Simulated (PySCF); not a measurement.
This PySCF input asks for the NMR shieldings of `C(F)OC1=CC[SiH2]C1`, C₅H₉FOSi; the geometry comes from GFN2-xTB.

```python
import basis_set_exchange as bse
import numpy as np
from pyscf import gto, dft
from pyscf.prop import nmr

atoms = """
F     3.067529    0.359282    0.073761
C     2.550251   -0.898585    0.314315
O     1.425598   -1.130823   -0.416012
C     0.257380   -0.435894   -0.103159
C    -0.769825   -0.488169   -0.940628
C    -2.028576    0.242671   -0.582454
Si   -1.616706    1.104407    1.067334
C     0.135568    0.352633    1.166760
H     3.309032   -1.616151   -0.018776
H     2.404920   -0.954905    1.404417
H    -0.717766   -1.043402   -1.863462
H    -2.297048    0.937607   -1.379915
H    -2.859832   -0.460483   -0.501845
H    -2.463130    0.668327    2.181795
H    -1.584602    2.565940    0.981623
H     0.919176    1.109327    1.222311
H     0.261034   -0.299753    2.033487
"""
names = dict.fromkeys(["F", "C", "O", "Si", "H"], "pcSseg-1")
basis = {el: gto.basis.parse(bse.get_basis(n, elements=[el], fmt="nwchem")) for el, n in names.items()}
mol = gto.M(atom=atoms, basis=basis, charge=0, verbose=0)
mf = dft.RKS(mol, xc="PBE0")
mf.grids.level = 2
mf.grids.alignment = dft.numint.BLKSIZE   # the property module wants whole blocks of grid points
mf.conv_tol = 1e-9
mf.kernel()

calc = nmr.RKS(mf)   # GIAO
C = mf.mo_coeff
Co = C[:, mf.mo_occ > 0]
resp = mf.gen_response(singlet=True, hermi=2)
def vind(x):   # induced exchange potential for any number of trial vectors
    d = np.einsum("pi,xij,qj->xpq", C, 2 * x.reshape(-1, C.shape[1], Co.shape[1]), Co, optimize=True)
    return np.einsum("xpq,pi,qj->xij", resp(d - d.transpose(0, 2, 1)), C, Co, optimize=True).ravel()
mo1, _ = nmr.rhf.solve_mo1(calc, with_cphf=vind)
sigma = calc.kernel(mo1)
for i, s in enumerate(sigma):   # ppm
    w = np.linalg.eigvalsh((s + s.T) / 2)
    print("%2d %-2s iso %8.1f  s11 %8.1f  s22 %8.1f  s33 %8.1f" % (i, mol.atom_pure_symbol(i), w.mean(), *w))
```

Question: What does it print?

Answer: 
```
 0 F  iso    335.1  s11    224.4  s22    342.9  s33    438.0
 1 C  iso     84.6  s11     59.0  s22     82.7  s33    112.1
 2 O  iso    172.6  s11     91.7  s22    147.6  s33    278.6
 3 C  iso     23.6  s11    -73.5  s22     67.1  s33     77.2
 4 C  iso     72.7  s11    -18.2  s22     96.9  s33    139.4
 5 C  iso    174.9  s11    162.9  s22    164.5  s33    197.4
 6 Si iso    383.0  s11    340.7  s22    380.5  s33    427.8
 7 C  iso    176.3  s11    165.4  s22    167.9  s33    195.4
 8 H  iso     25.9  s11     21.3  s22     25.8  s33     30.8
 9 H  iso     25.8  s11     22.7  s22     25.8  s33     28.7
10 H  iso     26.2  s11     23.0  s22     26.4  s33     29.2
11 H  iso     29.9  s11     25.4  s22     26.9  s33     37.3
12 H  iso     29.9  s11     25.4  s22     26.9  s33     37.3
13 H  iso     27.2  s11     24.0  s22     24.8  s33     32.9
14 H  iso     27.2  s11     24.0  s22     24.9  s33     32.9
15 H  iso     29.7  s11     24.1  s22     29.0  s33     36.0
16 H  iso     29.9  s11     24.7  s22     28.5  s33     36.6
```

These numbers come from an equivalent density-fitted implementation of the same equations, which agrees with the script to about 0.01 ppm for H and up to a few tenths of a ppm for heavy atoms, so last digits may differ.

Question: Turn these shieldings into chemical shifts. References, each an isolated molecule treated in the same way: 19F (σ = 170.95 ppm) against CFCl3; TMS for 13C (σ = 186.93 ppm) and 29Si (σ = 349.16 ppm) and 1H (σ = 31.72 ppm); 17O (σ = 336.08 ppm) vs H2O.

Answer: Averaging equivalent atoms: F 0: -164.2; C 3: 163.3; C 4: 114.2; C 1: 102.3; C 5: 12.0; C 7: 10.7; O 2: 163.5; Si 6: -33.8; H 8/9: 5.88; H 10: 5.52; H 13/14: 4.48; H 15/16: 1.91; H 11/12: 1.85 ppm. Unscaled 19F shifts against computed CFCl3 carry errors that often reach 10 to 50 ppm. Experimental scales use liquid or dissolved standards, which lie at an offset from isolated H2O (liquid H2O: subtract about 36 ppm).

Size and cost of the density-fitted run: 188 basis functions, 68 s wall time on 1 thread of an Arm Neoverse N1, shared host; peak memory 0.83 GiB.
